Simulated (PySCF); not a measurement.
Calculated NMR parameters of CCC1(F)C[SiH2]C1

- Formula: C5H11FSi
- SMILES: CCC1(F)C[SiH2]C1
- InChI: InChI=1S/C5H11FSi/c1-2-5(6)3-7-4-5/h2-4,7H2,1H3
- Point group of the computed structure: C1
- Degrees of unsaturation: 1
- Carbon signals: 4
- Proton signals: 6

Atom-mapped SMILES (the numbers label the heavy atoms): `[CH3:1][CH2:2][C:3]1([F:4])[CH2:5][SiH2:6][CH2:7]1`; H(Xn) means a hydrogen on atom n.

PySCF 2.14.0 with density-fitted response routines calculation with structure optimised with GFN2-xTB and GIAO PBE0/pcSseg-1 shieldings; no solvent model, one conformer, equivalent nuclei averaged, non-relativistic.

Scale: 1H and 13C and 29Si against TMS; CFCl3 for 19F (reference shieldings calculated alike).

```tsv
carbon	δC, type	δH (multiplicity)	HMBC from (2–3 bonds)	span of the C tensor (ppm)
C1	9.0, CH3	1.10 (t)	H(C2)	20
C2	38.7, CH2	1.64 (m)	Hb(C5)/Hb(C7), Ha(C5)/Ha(C7), H(C1)	36
C3	97.7, C	–	Hb(Si6), Ha(Si6), Hb(C5)/Hb(C7), Ha(C5)/Ha(C7), H(C2), H(C1)	72
C5/C7	24.7, CH2	Ha(C5) 1.68 (m); Hb(C5) 2.07 (m)	Hb(Si6), Ha(Si6), Hb(C5)/Hb(C7), Ha(C5)/Ha(C7), H(C2)	61
```

Other nuclei:
```
  atoms  nucleus                                                environment  δ (ppm)  σ (ppm)
Hb(Si6)       1H  hydrogen on a silicon bonded to 2 C, in a 4-membered ring     4.50    27.21
Ha(Si6)       1H  hydrogen on a silicon bonded to 2 C, in a 4-membered ring     4.18    27.54
     F4      19F                                  fluorine on an sp3 carbon   -138.3    309.2
    Si6     29Si           silicon bonded to 2 C, 2 H, in a 4-membered ring    -64.5    413.7
```

- Carbon types of the structure: 1 × C, 3 × CH2, 1 × CH3, leaving 2 H on heteroatoms.
- δC 97.7: fully substituted sp3 carbon bonded to F; deshielded by the electronegative neighbour.
- δC 38.7: sp3 CH2; a saturated carbon with 2 carbon neighbours and no heteroatom attached.
- δC 24.7: sp3 CH2 bonded to Si.
- δC 9.0: methyl carbon; a saturated carbon with 1 carbon neighbour and no heteroatom attached.
- δH 1.10: hydrogen on a methyl carbon; far from electronegative atoms and π systems.

Splittings by 19F in the carbon and heteronuclear signals aren't shown, as no couplings were computed. Shifts are as computed. Against solution values, carbons near 30 ppm lie about +3 ppm off and those near 130 ppm about +5 ppm. Of 1309 compounds with measured shifts, 239 miss one by over three times the rms of a fit or turn the order of signals round; such compounds aren't used in these exercises. Unscaled 19F shifts against computed CFCl3 carry errors that often reach 10 to 50 ppm. Multiplicities follow the n + 1 count of equivalent neighbours, as no J values were calculated; m marks all less simple cases, F and P coupling included.
